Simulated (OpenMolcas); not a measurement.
## Ir6+ in a point-charge field

Ir6+ among 6 point charges of -1.7 e arranged as an octahedron (Oh), 1.66 Å from the ion.

```json
{
  "Program": "OpenMolcas",
  "Method": "CASSCF",
  "Basis": "ANO-RCC-VDZP [7s6p4d2f]",
  "Scalar Hamiltonian": "DKH2, point nucleus",
  "Active space": "3 electrons in 5 orbitals (5d)",
  "State averaging": "2S+1 = 4 even, 10 roots; 2S+1 = 2 even, 40 roots",
  "Spin-orbit coupling": "state interaction with AMFI integrals over the reference wave functions"
}
```

The lowest spin-free states (labels of O, the rotations of Oh), above the lowest:

| State | Degeneracy | E (cm-1) | Free-ion L (%) |
| --- | --- | --- | --- |
| 4A2 | 1 | 0.0 | F (100) |
| 4T2 | 3 | 14966 | F (100) |
| 2E | 2 | 18578 | G (64) |
| 2T1 | 3 | 19492 | G (44) |
| 4T1 | 3 | 23162 | F (71) |
| 2T2 | 3 | 26710 | D (45) |
| 2A1 | 1 | 30713 | G (100) |
| 2T2 | 3 | 33809 | G (58) |
| 2T1 | 3 | 34399 | H (52) |
| 4T1 | 3 | 36275 | P (71) |
| 2E | 2 | 36516 | D (50) |
| 2T1 | 3 | 40544 | P (39) |
| 2T2 | 3 | 47350 | D (49) |
| 2T1 | 3 | 49173 | H (70) |
| 2A2 | 1 | 49998 | F (100) |
| 2T2 | 3 | 52896 | F (49) |
| 2E | 2 | 56819 | D (50) |
| 2T1 | 3 | 59700 | F (77) |
| 2E | 2 | 78125 | D (83) |
| 2T2 | 3 | 80290 | D (87) |

The lowest levels with spin-orbit coupling:

```json
{"E (cm-1)": "0.0", "Degeneracy": "4", "Label": "Γ8", "2S+1": "4 (88 %)", "g": ""}
{"E (cm-1)": "11981", "Degeneracy": "4", "Label": "Γ8", "2S+1": "4 (67 %)", "g": ""}
{"E (cm-1)": "16337", "Degeneracy": "2", "Label": "Γ7", "2S+1": "4", "g": "0.57 0.57 0.57"}
{"E (cm-1)": "17890", "Degeneracy": "4", "Label": "Γ8", "2S+1": "2 (68 %)", "g": ""}
{"E (cm-1)": "18459", "Degeneracy": "2", "Label": "Γ6", "2S+1": "4 (58 %)", "g": "2.08 2.08 2.08"}
{"E (cm-1)": "19453", "Degeneracy": "4", "Label": "Γ8", "2S+1": "4 (84 %)", "g": ""}
{"E (cm-1)": "22422", "Degeneracy": "4", "Label": "Γ8", "2S+1": "2 (57 %)", "g": ""}
{"E (cm-1)": "24044", "Degeneracy": "2", "Label": "Γ7", "2S+1": "4 (75 %)", "g": "1.13 1.13 1.13"}
{"E (cm-1)": "24496", "Degeneracy": "2", "Label": "Γ6", "2S+1": "4 (56 %)", "g": "0.16 0.16 0.16"}
{"E (cm-1)": "27603", "Degeneracy": "2", "Label": "Γ6", "2S+1": "4 (50 %)", "g": "3.34 3.34 3.34"}
{"E (cm-1)": "29013", "Degeneracy": "4", "Label": "Γ8", "2S+1": "2 (50 %)", "g": ""}
{"E (cm-1)": "33059", "Degeneracy": "4", "Label": "Γ8", "2S+1": "4 (55 %)", "g": ""}
{"E (cm-1)": "34920", "Degeneracy": "4", "Label": "Γ8", "2S+1": "4 (63 %)", "g": ""}
{"E (cm-1)": "34982", "Degeneracy": "2", "Label": "Γ6", "2S+1": "2 (68 %)", "g": "0.10 0.10 0.10"}
{"E (cm-1)": "36771", "Degeneracy": "2", "Label": "Γ7", "2S+1": "2 (73 %)", "g": "1.14 1.14 1.14"}
{"E (cm-1)": "38027", "Degeneracy": "4", "Label": "Γ8", "2S+1": "2 (64 %)", "g": ""}
{"E (cm-1)": "38218", "Degeneracy": "2", "Label": "Γ7", "2S+1": "2 (78 %)", "g": "0.15 0.15 0.15"}
{"E (cm-1)": "39418", "Degeneracy": "4", "Label": "Γ8", "2S+1": "2 (73 %)", "g": ""}
{"E (cm-1)": "40651", "Degeneracy": "2", "Label": "Γ6", "2S+1": "2 (68 %)", "g": "2.40 2.40 2.40"}
{"E (cm-1)": "41972", "Degeneracy": "4", "Label": "Γ8", "2S+1": "4 (56 %)", "g": ""}
```

Powder χT (cm3 K/mol): 0.335 at 2 K, 0.335 at 10 K, 0.34 at 50 K, 0.345 at 100 K, 0.355 at 200 K, 0.366 at 300 K. The effective moment at 300 K is 2.828 √(χT) = 1.71 μB.

A least-squares ligand-field fit to the states below 45000 cm-1, each weighted by its degeneracy and with a free common offset, gives 10Dq = 15128 cm-1, B = 963 cm-1 and C = 3996 cm-1 (C/B = 4.15), with an rms deviation of 107 cm-1.

Spin-orbit coupling mixes the spin-free states strongly: the lowest level takes only 68 % from its leading state, 4A2. Without dynamic correlation the repulsion within the d shell is too large (B by tens of per cent), so at a given field states of lower spin stand too high. This field is weak: 10Dq is about 15128 cm-1, while octahedral complexes of 5d ions of charge 3 and more, computed by the same method with explicit ligands, had a median near 35000 cm-1. Ground spin and moment need not be those of a real site. This is an electrostatic model: the charges have no orbitals. No measured value stands beside these numbers.
